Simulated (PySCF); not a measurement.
PySCF input (M06-2X/def2-TZVPD):

```python
from pyscf import gto, scf, dft

mol = gto.M(
    atom='''
    In   -0.00000000    0.00000000    0.00000000
    Cl    2.24396172   -0.29680589   -0.48321170
    Cl   -0.92399026   -1.00456294    1.86923695
    Cl   -1.31997146    1.30136883   -1.38602526
    ''',
    basis='def2-tzvpd',
    ecp='def2-tzvp',
    charge=0,
    spin=0,
    verbose=4,
)

mf = dft.RKS(mol, xc='m062x').density_fit(auxbasis='def2-universal-jkfit')
mf.grids.level = 4
mf.conv_tol = 1e-9
mf.max_cycle = 100
mf.max_memory = 1500
mf.kernel()
if not mf.converged:
    mf = mf.newton()
    mf.kernel(mf.make_rdm1())
mf.analyze()
```

End of the output:

```
Extra cycle  E= -1570.82695587026  delta_E= -2.05e-12  |g|= 1.41e-06  |ddm|= 5.08e-06
converged SCF energy = -1570.82695587026
**** SCF Summaries ****
Total Energy =                       -1570.826955870263191
Nuclear Repulsion Energy =             359.313871883819047
One-electron Energy =                -2958.098629362821612
Two-electron Energy =                 1027.957801608739373
Two-electron Coulomb Energy =         1129.518435910307289
DFT Exchange-Correlation Energy =     -101.560634301567802
HOMO-LUMO gap [eV] =                     8.541554335933386
**** MO energy ****
MO #1   energy= -102.650769198415  occ= 2
MO #2   energy= -102.650755237295  occ= 2
MO #3   energy= -102.650748115763  occ= 2
MO #4   energy= -9.813647118295    occ= 2
MO #5   energy= -9.81363545551688  occ= 2
MO #6   energy= -9.81362714440494  occ= 2
MO #7   energy= -7.53418640232154  occ= 2
MO #8   energy= -7.53417492426514  occ= 2
MO #9   energy= -7.5341696916268   occ= 2
MO #10  energy= -7.5313001510988   occ= 2
MO #11  energy= -7.53128831013608  occ= 2
MO #12  energy= -7.53128278564472  occ= 2
MO #13  energy= -7.53091595802656  occ= 2
MO #14  energy= -7.53090331434565  occ= 2
MO #15  energy= -7.53089836861412  occ= 2
MO #16  energy= -4.96370334149549  occ= 2
MO #17  energy= -3.34643164445828  occ= 2
MO #18  energy= -3.33717868325782  occ= 2
MO #19  energy= -3.3371779229813   occ= 2
MO #20  energy= -0.980067003117353 occ= 2
MO #21  energy= -0.977996723586301 occ= 2
MO #22  energy= -0.977996689023881 occ= 2
MO #23  energy= -0.960925714391948 occ= 2
MO #24  energy= -0.960922365078813 occ= 2
MO #25  energy= -0.908975033912176 occ= 2
MO #26  energy= -0.892045047429399 occ= 2
MO #27  energy= -0.892044704494038 occ= 2
MO #28  energy= -0.52327060653875  occ= 2
MO #29  energy= -0.444761066759944 occ= 2
MO #30  energy= -0.444760796871623 occ= 2
MO #31  energy= -0.421452690618516 occ= 2
MO #32  energy= -0.402641989501472 occ= 2
MO #33  energy= -0.40263825730862  occ= 2
MO #34  energy= -0.400152089956979 occ= 2
MO #35  energy= -0.400141147338719 occ= 2
MO #36  energy= -0.398180684549296 occ= 2
MO #37  energy= -0.0842843497703381 occ= 0
MO #38  energy= -0.0552006116151998 occ= 0
MO #39  energy= 0.00806798788234164 occ= 0
MO #40  energy= 0.0173909303576372 occ= 0
MO #41  energy= 0.0173916411398042 occ= 0
MO #42  energy= 0.0410735976232936 occ= 0
MO #43  energy= 0.0430750632288777 occ= 0
MO #44  energy= 0.055683908703391  occ= 0
MO #45  energy= 0.0556843096972819 occ= 0
MO #46  energy= 0.0584590261111653 occ= 0
MO #47  energy= 0.0584601254859136 occ= 0
MO #48  energy= 0.0740294209959433 occ= 0
MO #49  energy= 0.0740301955660634 occ= 0
MO #50  energy= 0.0742898916074443 occ= 0
MO #51  energy= 0.0847771036154514 occ= 0
MO #52  energy= 0.0847772957138883 occ= 0
MO #53  energy= 0.0933330832878407 occ= 0
MO #54  energy= 0.10809149659023   occ= 0
MO #55  energy= 0.108091999825802  occ= 0
MO #56  energy= 0.109114873275045  occ= 0
MO #57  energy= 0.147456090647821  occ= 0
MO #58  energy= 0.147458015342231  occ= 0
MO #59  energy= 0.181297184755239  occ= 0
MO #60  energy= 0.200680648847742  occ= 0
MO #61  energy= 0.205048763789759  occ= 0
MO #62  energy= 0.205051348056828  occ= 0
MO #63  energy= 0.223030538213171  occ= 0
MO #64  energy= 0.223032657044999  occ= 0
MO #65  energy= 0.238947497286937  occ= 0
MO #66  energy= 0.239535905795312  occ= 0
MO #67  energy= 0.239537122369563  occ= 0
MO #68  energy= 0.239868856655328  occ= 0
MO #69  energy= 0.239870526264375  occ= 0
MO #70  energy= 0.240841110972778  occ= 0
MO #71  energy= 0.271322592337607  occ= 0
MO #72  energy= 0.271323833405508  occ= 0
MO #73  energy= 0.295538610711662  occ= 0
MO #74  energy= 0.302389056940583  occ= 0
MO #75  energy= 0.318663806484761  occ= 0
MO #76  energy= 0.323203624593929  occ= 0
MO #77  energy= 0.323205134159645  occ= 0
MO #78  energy= 0.362632548174531  occ= 0
MO #79  energy= 0.362634276781494  occ= 0
MO #80  energy= 0.408698201617459  occ= 0
MO #81  energy= 0.408699918814214  occ= 0
MO #82  energy= 0.445979632228169  occ= 0
MO #83  energy= 0.497443107927661  occ= 0
MO #84  energy= 0.525380485540441  occ= 0
MO #85  energy= 0.546565529677519  occ= 0
MO #86  energy= 0.5465661077815    occ= 0
MO #87  energy= 0.562090196142498  occ= 0
MO #88  energy= 0.562104376452628  occ= 0
MO #89  energy= 0.562673676446165  occ= 0
MO #90  energy= 0.606473351914849  occ= 0
MO #91  energy= 0.606482846741698  occ= 0
MO #92  energy= 0.616747802163599  occ= 0
MO #93  energy= 0.616766652858576  occ= 0
MO #94  energy= 0.621258284182251  occ= 0
MO #95  energy= 0.636185968980041  occ= 0
MO #96  energy= 0.638131820624266  occ= 0
MO #97  energy= 0.660760266709427  occ= 0
MO #98  energy= 0.661861483565385  occ= 0
MO #99  energy= 0.668955176393215  occ= 0
MO #100 energy= 0.668956662207319  occ= 0
MO #101 energy= 0.675208364861341  occ= 0
MO #102 energy= 0.675209982860144  occ= 0
MO #103 energy= 0.684821929700687  occ= 0
MO #104 energy= 0.684824210463061  occ= 0
MO #105 energy= 0.774573378125561  occ= 0
MO #106 energy= 0.774587589650548  occ= 0
MO #107 energy= 0.779327628877346  occ= 0
[...]
```
